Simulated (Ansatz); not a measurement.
A made-up structure of CH₄SeSi, singlet:

```
atom    x (Å)    y (Å)    z (Å)
  C1  -0.5655  -0.4648  -0.2569
 Si2   0.5593   0.3062   0.3709
 Se3  -0.2624   1.3837  -1.3369
  H4  -0.2435  -1.3374  -0.8717
  H5  -1.5232  -0.4353   0.3132
  H6   0.1493   0.8860   1.6948
  H7   1.8861  -0.3384   0.0866
```

It is relaxed with PBE-D4/def2-SVP and then PBE0-D4/def2-TZVP (Ansatz 0.2.0). Atoms count as bonded within 1.22 times the sum of their covalent radii (H–H: 0.88 Å). The end point is not checked to be a true minimum.

Does its bonding change? (Judge from chemistry; the calculation decides.)

By the calculation: No: no bond forms or breaks.

Where it ends: The first stage lowers the energy by 2.67 eV in 7 steps. It ends as CH₄SeSi ([CH2]1[SiH2][Se]1):
```xyz
7
angstrom
C -0.6969 -0.5120 -0.3629
Si 0.6902 0.3648 0.4677
Se -0.3341 1.2382 -1.3037
H -0.4948 -1.3652 -1.0014
H -1.6798 -0.5299 0.0957
H 0.4536 0.9689 1.7968
H 2.0618 -0.1648 0.3078
```

Labels in which every atom is bracketed show which atoms are joined, not bond orders.

For scale, one of the runs: PBE0-D4/def2-TZVP relaxation, 140 basis functions, launched by `ansatz run in.yaml --threads 2 --pin off --events-out ev --progress --plain --max-ram 4352MiB`. The run took about 22 s on 2 CPU threads of an Intel Xeon Platinum 8259CL (shared host).
